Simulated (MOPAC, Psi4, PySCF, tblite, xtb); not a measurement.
Dimer HF ··· H4Ge (SMILES F and [GeH4]) at R = 2.87 Å between the centres of mass, closest contact 2.72 Å (lowest of the rigid-body minima from ten starts at GFN2-xTB). Geometry in Å and degrees:

```
Ge
H 1 1.5359
H 1 1.5359 2 109.47
H 1 1.5359 2 109.47 3 120.00
H 1 1.5359 2 109.47 3 -120.00
F 5 2.7238 1 78.07 2 -60.65
H 6 0.9245 5 149.08 1 84.50
```

Levels of theory: GFN2-xTB (tblite); SAPT0/jun-cc-pVDZ, frozen core (Psi4); revPBE/def2-TZVP, counterpoise-corrected (Psi4); revPBE-D3(BJ)/def2-TZVP, counterpoise-corrected (Psi4); PBE/def2-TZVP, counterpoise-corrected (Psi4); PBE-D3(BJ)/def2-TZVP, counterpoise-corrected (Psi4); HF/aug-cc-pVTZ, counterpoise-corrected (Psi4); MP2/aug-cc-pVTZ = DF-MP2/aug-cc-pVTZ, frozen core, counterpoise-corrected (Psi4 1.11); SCS-MP2/aug-cc-pVTZ = DF-SCS-MP2/aug-cc-pVTZ, frozen core, counterpoise-corrected in Psi4; PM3, restricted, heats of formation (MOPAC); PM7, restricted, heats of formation (MOPAC); GFN1-xTB (xtb); RKS-B3LYP/6-31G* = restricted B3LYP/6-31G*, spherical d, no counterpoise correction (PySCF); RKS-B3LYP/3-21G = restricted B3LYP/3-21G, no counterpoise correction in PySCF; RHF/6-31G* = PySCF with restricted Hartree-Fock/6-31G*, spherical d, no counterpoise correction.

### Question
What interaction energy does each level give?

### Answer

```json
[
 {"method": "RKS-B3LYP/3-21G", "E_int / kcal/mol": "-8.19"},
 {"method": "GFN1-xTB", "E_int / kcal/mol": "-6.27"},
 {"method": "GFN2-xTB", "E_int / kcal/mol": "-4.53"},
 {"method": "RKS-B3LYP/6-31G*", "E_int / kcal/mol": "-1.45"},
 {"method": "PBE-D3(BJ)/def2-TZVP", "E_int / kcal/mol": "0.47"},
 {"method": "RHF/6-31G*", "E_int / kcal/mol": "0.48"},
 {"method": "MP2/aug-cc-pVTZ", "E_int / kcal/mol": "0.71"},
 {"method": "SAPT0/jun-cc-pVDZ", "E_int / kcal/mol": "1.03"},
 {"method": "PBE/def2-TZVP", "E_int / kcal/mol": "1.03"},
 {"method": "SCS-MP2/aug-cc-pVTZ", "E_int / kcal/mol": "1.08"},
 {"method": "revPBE-D3(BJ)/def2-TZVP", "E_int / kcal/mol": "1.46"},
 {"method": "PM7", "E_int / kcal/mol": "2.00"},
 {"method": "HF/aug-cc-pVTZ", "E_int / kcal/mol": "2.20"},
 {"method": "revPBE/def2-TZVP", "E_int / kcal/mol": "2.73"},
 {"method": "PM3", "E_int / kcal/mol": "2.89"}
]
```
